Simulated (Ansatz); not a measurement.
C2H6NOSb, SMILES `C/C(O)=[N]\[SbH2]` from Hartree–Fock to CCSD(T)

Cartesian coordinates in Å:
```
C 1.039 -0.495 -0.742
C -0.395 -0.629 -0.332
O -1.065 -1.470 -1.152
N -1.007 -0.068 0.618
Sb -0.063 1.124 1.970
H 1.226 0.525 -1.089
H 1.693 -0.676 0.114
H 1.292 -1.192 -1.538
H -1.976 -1.483 -0.826
H -1.418 2.154 2.121
H 0.675 2.210 0.856
```

Charge 0, multiplicity 1. Correlated methods include outer-core shells of Sb, which these sets cover unevenly. Sb takes the def2 core potential. All single points use the PBE0-D4/def2-TZVP geometry. It is one conformer, not always the lowest. Frozen core, restricted reference, Ansatz.

| basis | HF (Eh) | MP2 corr. |
| --- | --- | --- |
| def2-SVP | -447.60787 | -0.74503 |
| def2-TZVPP | -447.86869 | -1.12877 |
| def2-QZVPP | -447.88069 | -1.42248 |

Q: Estimate the CCSD correlation energy and the (T) correction in each basis where they were run (hartree).

A: 
| basis | CCSD corr. | (T) |
| --- | --- | --- |
| def2-SVP | -0.78978 | -0.02629 |
| def2-TZVPP | -1.14609 | -0.04598 |
